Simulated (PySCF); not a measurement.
**CH5AlO3Si**

CH5AlO3Si is a carbene (divalent C1, bonded to 1 O + 1 Si), neutral, singlet. The structure, one conformer, was relaxed in the gas phase by PBE0-D3(BJ)/def2-SVP. No frequency run checks that it is a minimum.

The lowest triplet lies only 0.49 eV up at this geometry (Tamm-Dancoff CAM-B3LYP/def2-SVPD) and falls further when it relaxes, so it may lie near or below this singlet. Shieldings at and next to the centre that carries it rest on this small gap and are unreliable.

SMILES: [OH][Al]([OH])[O][C][SiH3]

```
atom   x (Å)   y (Å)   z (Å)
  C1  -0.052   0.657  -1.913
 Si2  -1.159  -0.821  -1.171
  O3   0.665   1.071  -0.934
 Al4   0.712   0.467   0.791
  O5   2.036  -0.489   1.217
  O6  -0.053   1.421   1.954
  H7  -0.639  -0.824   0.315
  H8  -2.632  -0.587  -1.069
  H9  -0.909  -2.205  -1.679
 H10   2.704  -0.885   0.660
 H11  -0.642   2.166   1.839
```

Shieldings: GIAO PBE0/pcSseg-2. Shifts are against computed references at the same level: C TMS (σ 184.1 ppm), H TMS (σ 31.24 ppm), Si TMS (σ 341.3 ppm). Core levels by delta-SCF with SCAN, pcX-2 on the ionised atom and pcseg-1 elsewhere, spin-free X2C (2p3/2 is the spin-free 2p value less a third of a first-order spin-orbit splitting); from the vacuum level, for chosen atoms.

**Question.** Give the shieldings and core levels atom by atom.

**Answer.** 
```csv
atoms,bonded to,σ (ppm),δ (ppm),core level (eV)
C1,1 O + 1 Si,-635.3,819.4,-
Si2,1 C + 3 H,373.5,-32.2,2p3/2 107.38
O3,1 Al + 1 C,-752.2,-,1s 539.25
Al4,3 O,495.6,-,2p3/2 81.17
O5 O6,1 Al + 1 H,305.6,-,1s 538.13
H7 H8 H9,1 Si,27.26,3.99,-
H10 H11,1 O,29.61,1.64,-
```

Values are those of this one static structure, with the three H of a rotating XH3 group averaged; atoms that internal rotation interchanges would show their mean in an NMR spectrum. The mean hides a wide spread in H7 H8 H9 (σ from 25.3 to 31.0 ppm).

Core levels of C1 are left out, their hole states being strongly spin-contaminated.

**Question.** Which of O3, O5 holds its core electrons tightest, and by how much against the loosest?

**Answer.** O3 (bonded to 1 Al + 1 C), by 1.12 eV over O5 (bonded to 1 Al + 1 H).

**Question.** By CAM-B3LYP/def2-SVPD (TDDFT singlets, Tamm-Dancoff triplets, ionisation by delta-SCF), where does absorption start, and what does vertical ionisation take?

**Answer.** The first singlet with intensity lies at 3.75 eV (f 0.010); what lies below it is dark. The lowest singlet lies at 1.50 eV (f 0.000), the strongest of the first 6 at 5.17 eV (f 0.166), the lowest triplet at 0.49 eV; vertical ionisation takes 7.70 eV.
